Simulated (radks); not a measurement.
The numbers below are computed, except where a source is named.
The phosphorus anion P3-, [Ar], held by a Watson sphere: a shell of charge +3 at radius R that stands for the Madelung well of a crystal (potential energy -3/R inside, -3/r outside, in hartree with lengths in bohr). Code: a radial shooting solver on a logarithmic mesh with Libxc functionals. Model: non-relativistic Kohn-Sham, r2SCAN, spin-polarised, spherical densities, point nucleus; meta-GGA in the generalised Kohn-Sham scheme.

R (bohr),e(2p) (eV),e(3s) (eV),e(3p) (eV),<r> 3p (bohr),sum of <r^2> (bohr^2),X-ray form factor at sin(theta)/lambda = 0.3 1/angstrom
1.92,-123.58,-17.701,-8.650,2.198,44.51,8.495
2.16,-123.22,-16.749,-8.139,2.296,48.12,8.444
2.43,-123.14,-15.755,-7.539,2.405,52.36,8.426
2.82,-123.16,-14.497,-6.685,2.561,58.68,8.444
3.22,-123.17,-13.429,-5.872,2.715,65.34,8.481
3.95,-123.02,-11.991,-4.629,2.987,78.06,8.532
4.47,-122.85,-11.289,-3.936,3.174,87.79,8.548
4.53,-122.83,-11.221,-3.866,3.196,88.96,8.549
4.55,-122.82,-11.199,-3.843,3.203,89.35,8.550
